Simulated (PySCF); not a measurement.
CaCl, SMILES [Cl][Ca+], charge +1. Atoms are numbered in the order given.

```xyz
2

Ca     0.0000     0.0000    -1.0652
Cl     0.0000     0.0000     1.2531
```
Charge +1, spin multiplicity 1.

The structure is a stationary point at PBE-D3(BJ)/def2-TZVPD. The spin state was assumed, not searched.

Method: PySCF with TDA-LC-ωPBE/def2-TZVPD.

Vertical excitations; the highest root listed may be one member of a degenerate set. Isolated molecule, no solvent. State labels are in the subgroup C2v.

```
state  symmetry  energy (eV)  λ (nm)      f                                                                  main pairs
-----  --------  -----------  ------  -----  --------------------------------------------------------------------------
S1           B2         5.53     224  0.026                                     HOMO→LUMO, HOMO→LUMO+3 (degenerate set)
S2           B1         5.53     224  0.026                                 HOMO−1→LUMO, HOMO−1→LUMO+3 (degenerate set)
S3           A1         6.03     206  0.012                                        HOMO−2→LUMO 78 %, HOMO−2→LUMO+3 19 %
S4           B2         6.60     188  0.000                                 HOMO−1→LUMO+4, HOMO→LUMO+5 (degenerate set)
S5           B1         6.60     188  0.000                                 HOMO→LUMO+4, HOMO−1→LUMO+5 (degenerate set)
S6           A2         6.66     186  0.000  HOMO→LUMO+6 27 %, HOMO−1→LUMO+7 27 %, HOMO→LUMO+1 22 %, HOMO−1→LUMO+2 22 %
S7           B2         6.68     186  0.011                                 HOMO→LUMO+5, HOMO−1→LUMO+4 (degenerate set)
S8           B1         6.68     186  0.011                                 HOMO−1→LUMO+5, HOMO→LUMO+4 (degenerate set)
S9           A2         6.71     185  0.000     HOMO−1→LUMO+7, HOMO→LUMO+6, HOMO−1→LUMO+2, HOMO→LUMO+1 (degenerate set)
S10          A1         6.71     185  0.000     HOMO→LUMO+7, HOMO−1→LUMO+6, HOMO→LUMO+2, HOMO−1→LUMO+1 (degenerate set)
T1           B2         5.44     228      0                                     HOMO→LUMO, HOMO→LUMO+3 (degenerate set)
T2           B1         5.44     228      0                                 HOMO−1→LUMO, HOMO−1→LUMO+3 (degenerate set)
T3           A1         5.83     213      0                                        HOMO−2→LUMO 76 %, HOMO−2→LUMO+3 19 %
T4           A1         6.30     197      0  HOMO−1→LUMO+6 31 %, HOMO→LUMO+7 31 %, HOMO−1→LUMO+1 17 %, HOMO→LUMO+2 17 %
```
Triplets are in the Tamm–Dancoff approximation.
